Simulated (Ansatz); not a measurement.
C$_{6}$H$_{11}$O, doublet, at a GFN2-xTB geometry. Base run: Ansatz (a program for electronic structure) with CAM-B3LYP/def2-SVP.

Here is a job for Ansatz.
Ansatz 0.2 input:
```yaml
crystal:
  periodic: [false, false, false]
  atoms:
    - {symbol: C, position_ang: [2.20591404, -0.44031400, -0.45736849]}
    - {symbol: C, position_ang: [1.09196265, 0.41268942, -0.33583232]}
    - {symbol: O, position_ang: [0.74406726, 1.18356321, -1.23663528]}
    - {symbol: C, position_ang: [0.33877984, 0.38585523, 0.98522440]}
    - {symbol: C, position_ang: [-1.05395983, -0.24932639, 0.79482052]}
    - {symbol: C, position_ang: [-1.93197516, 0.63147546, -0.08384838]}
    - {symbol: C, position_ang: [-0.94128819, -1.65817365, 0.21568997]}
    - {symbol: H, position_ang: [2.84814120, -0.34666925, -1.31626420]}
    - {symbol: H, position_ang: [2.53069654, -1.06534200, 0.35393873]}
    - {symbol: H, position_ang: [0.20910406, 1.41361474, 1.32870449]}
    - {symbol: H, position_ang: [0.90023319, -0.17200020, 1.73410466]}
    - {symbol: H, position_ang: [-1.50758209, -0.31944056, 1.79155030]}
    - {symbol: H, position_ang: [-2.87003799, 0.13169946, -0.31408151]}
    - {symbol: H, position_ang: [-2.15062661, 1.57484584, 0.41159759]}
    - {symbol: H, position_ang: [-1.41826622, 0.85243457, -1.01942306]}
    - {symbol: H, position_ang: [-0.56382848, -1.62273750, -0.80360340]}
    - {symbol: H, position_ang: [-0.26927935, -2.27087201, 0.81307424]}
    - {symbol: H, position_ang: [-1.91769218, -2.13727504, 0.20137047]}
basis:
  gaussian:
    orbitals: def2-SVP
hamiltonian:
  xc: cam_b3lyp
magnetization: {spin_polarized: true, initial_magnetization: 1}
```

The base run was repeated with changes; each row names its change, and settings that it needs were set with it.

```csv
change,ΔE vs base (mEh)
base,0.000
forces = on,-0.005
lower_state_search = light,0.000
accuracy = high,-0.003
"final_grid = 10, 20, 41",0.000
"point_charge = charge:1.0 position_ang:1.5291, -0.4545, 6.3267",2.762
"final_grid = 14, 28, 59",0.001
fitting.mean_field = def2-universal-JKFIT,-0.084
lower_state_search = off,0.000
fitting.mean_field = cc-pVTZ-JKFIT,-0.111
"point_charge = charge:0.5 position_ang:4.6798, -4.3191, -0.2362",2.735
```
